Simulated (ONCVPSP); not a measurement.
## Varying the ONCV potential for Mg

Base potential:

magnesium (Mg), optimised norm-conserving Vanderbilt (ONCV), made with ONCVPSP 4.0.1 (BLYP, scalar-relativistic). Core [Ne], reference 3s2. Waves: 3s: rc 2.25 bohr, ncon 5, nbas 9, qcut 2.6 1/bohr, 2 projectors, debl 3 Ha; p scattering state at 0.26 Ha: rc 2.15 bohr, ncon 4, nbas 7, qcut 3.4 1/bohr, 2 projectors, debl 3.6 Ha; d scattering state at 0.05 Ha: rc 2.00 bohr, ncon 4, nbas 8, qcut 5.4 1/bohr, 2 projectors, debl 3.6 Ha. Local part: polynomial inside 1.55 bohr (lpopt 5, dvloc0 0 Ha). Core correction: none.

All-electron outer shells of the reference configuration (BLYP, scalar-relativistic, ld1.x):

```
shell  level (eV)  outermost node (bohr)  outermost maximum (bohr)
   2p      -46.53                      –                      0.48
   3s       -4.57                   0.90                      2.50
```

Cutoffs, loose and tight: the cutoffs (Ha) at which the residual kinetic energy of the hardest occupied pseudo-wave falls to 1 and 0.1 mHa per electron. They do not see the model core or the augmentation charge, which bear on the density cutoff. Test errors are all-electron minus pseudo excitation energies from the reference, over the configurations 3s1; 3s1.5; 3s1 3p1; 3s0 3p2. A dash means not determined; rows that change the core or the reference have their own tests. The largest error is taken over the tests solved by every variant that gives reliable tests at all: 3s1; 3s1 3p1; 3s1.5.

For the base: The cutoffs count occupied waves only; projector 2 of the d channel, the hardest unoccupied one, needs 40 Ha at the loose tolerance.

| change | outcome | cutoff, loose | cutoff, tight | bound ghosts | GHOST(+) flags above zero | largest test error (meV) |
| --- | --- | --- | --- | --- | --- | --- |
| base | generated | 4.1 Ha | 23 Ha | none | s | +38 |
| s: nproj 1 | generated | 4.1 Ha | 23 Ha | none | none | +41 |
| local potential polynomial inside 1.70 bohr (lpopt 5, dvloc0 0 Ha) | generated | 4.1 Ha | 23 Ha | none | s | +38 |
| s: ncon 4, nbas 8 | generated | 3.8 Ha | 25 Ha | none | s | +37 |
| s: debl 1.1 | generated | 4.1 Ha | 23 Ha | none | s | +38 |
| core [He], valence charge 10; reference 2s2 2p6 3s1.5; waves now 2s+3s: rc 1.35 bohr, ncon 5, nbas 8, qcut 10.3 1/bohr, 2 projectors; 2p: rc 0.60 bohr, ncon 4, nbas 7, qcut 11.5 1/bohr, 2 projectors, debl 2.2 Ha; d scattering state at 0.46 Ha: rc 1.20 bohr, ncon 5, nbas 9, qcut 7.2 1/bohr, 2 projectors, debl 2.8 Ha; local potential polynomial inside 0.45 bohr (lpopt 5, dvloc0 3 Ha) | generated | 398 Ha | 500 Ha | none | p, d | -0.6 |
| s: qcut 4 | generated | 4.4 Ha | 5.9 Ha | none | s | +39 |
| d: rc 2.04 | generated | 4.1 Ha | 23 Ha | none | s | +38 |
| p: rc 2.3 | generated | 4.1 Ha | 23 Ha | none | s | +38 |
